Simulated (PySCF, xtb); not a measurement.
C2H10N2Si2, SMILES C1[SiH2][Si@H](NC)N1. One conformer was computed; it need not be the lowest.

Harmonic wavenumbers (cm⁻¹) from GFN2-xTB (xtb 6.7.1) at its own minimum, in rising order: 77, 114, 119, 169, 189, 295, 341, 419, 436, 496, 521, 526, 543, 621, 701, 723, 767, 794, 807, 883, 1064, 1075, 1111, 1141, 1167, 1169, 1328, 1362, 1425, 1495, 1504, 1507, 2094, 2172, 2187, 2872, 2892, 2924, 2965, 3028, 3446, 3454.

Question: What does PBE-D3(BJ)/def2-SVP in PySCF give at its own minimum? (An estimate is asked for; the answer gives what the named calculation found.)

Answer: 66, 94, 122, 168, 179, 307, 350, 412, 447, 483, 513, 558, 632, 674, 696, 757, 809, 820, 847, 905, 1034, 1059, 1100, 1117, 1135, 1140, 1287, 1352, 1393, 1413, 1432, 1450, 2097, 2135, 2147, 2915, 2924, 2965, 2973, 3042, 3477, 3506. Paired by order, the mean absolute difference is 28 cm⁻¹ and the zero-point energies are 75.7 and 75.7 kcal/mol.
